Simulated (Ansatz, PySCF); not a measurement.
System: chloro(trimethoxy)silane, C$_{3}$H$_{9}$ClO$_{3}$Si, charge 0, multiplicity 1. 
Structure (B3LYP-D3(BJ)/def2-TZVP (Ansatz, a program for electronic structure) minimum search):
```
Si
O 1 1.6185
C 2 1.4230 1 125.35
H 3 1.0890 2 107.74 1 175.98
H 3 1.0919 4 109.31 2 120.55
H 3 1.0926 4 109.02 5 119.33
O 1 1.6194 2 109.39 3 -176.65
C 7 1.4250 1 124.11 2 53.21
H 8 1.0889 7 107.63 1 177.18
H 8 1.0917 9 109.27 7 -120.28
H 8 1.0931 9 109.03 10 -119.11
O 1 1.6268 2 107.59 3 -52.68
C 12 1.4220 1 125.65 2 173.34
H 13 1.0891 12 107.80 1 177.82
H 13 1.0922 14 109.18 12 -120.40
H 13 1.0929 14 109.05 15 -118.92
Cl 1 2.0566 2 111.53 3 66.58
```
Charge 0, spin multiplicity 1.

Dipole moments at this geometry, in debye (magnitudes).

```tsv
level	program	dipole (D)
HF/def2-TZVPD	PySCF	2.26
PBE/def2-TZVPD	Ansatz	2.06
BLYP/def2-TZVPD	PySCF	2.07
r2SCAN/def2-TZVPD	Ansatz	2.10
BHLYP/def2-TZVPD	Ansatz	2.18
TPSSh/def2-TZVPD	PySCF	2.13
r2SCANh/def2-TZVPD	Ansatz	2.12
r2SCAN0/def2-TZVPD	Ansatz	2.14
M06-2X/def2-TZVPD	PySCF	…
HSE06/def2-TZVPD	Ansatz	2.11
CAM-B3LYP/def2-TZVPD	Ansatz	2.17
wB97M-V/def2-TZVPD	Ansatz	2.12
wB97X-V/def2-TZVPD	Ansatz	…
```

Q: Fill in the missing entries.

A: 
- M06-2X/def2-TZVPD, dipole (D): 2.16
- wB97X-V/def2-TZVPD, dipole (D): 2.16
